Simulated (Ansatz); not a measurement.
Mg₅⁻. Charge -1, multiplicity 2. Geometry B3LYP/def2-SVPD; atoms count from 1.

```xyz
5

Mg    2.119    1.601   -0.524
Mg   -1.771   -2.044   -1.096
Mg   -1.637   -0.622    1.747
Mg    0.575    1.591    2.293
Mg    0.715   -0.527   -2.419
```

Another isomer (doublet) lies 0.30 eV lower at PBE0/def2-TZVPD; other spin states weren't run for this one.

(1) Estimate the Mulliken populations from the PBE0/def2-TZVPD orbitals of Ansatz.

(2) Where does the spin sit?

(3) And the Mayer bond orders between heavy atoms (over 0.3)?

Answers

(1) 
```
atom  charge (e)  spin (α − β)
 Mg1       -0.19          0.20
 Mg2       -0.29          0.16
 Mg3       -0.12          0.25
 Mg4       -0.26          0.17
 Mg5       -0.15          0.23
```
Mulliken values depend strongly on the basis. With diffuse functions, as here, like atoms can get unlike values, and bond orders can come out too low or too high.

(2) Summed by element: Mg 1.00, of 1 unpaired in all. Largest on single atoms: Mg3 0.25, Mg5 0.23, Mg1 0.20.

(3) Mg1–Mg4 0.84 (3.21 Å); Mg1–Mg5 0.83 (3.18 Å); Mg2–Mg3 0.82 (3.18 Å); Mg2–Mg5 0.83 (3.20 Å); Mg3–Mg4 0.82 (3.18 Å).
